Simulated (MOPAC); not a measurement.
MOPAC input (PM3):

```
PM3 PRECISE GNORM=0.05 LET XYZ CHARGE=-1 GEO-OK AUX(PRECISION=9) THREADS=1
CHO2

O     1.15230197 1   -0.04300574 1    0.03429933 1
C    -0.04514173 1    0.30991463 1    0.00244234 1
O    -1.09223509 1   -0.36937562 1   -0.03754919 1
H    -0.20968472 1    1.43956304 1    0.01134476 1
```

### Question
What heat of formation does the run end on?

### Answer
-110.94 kcal/mol.
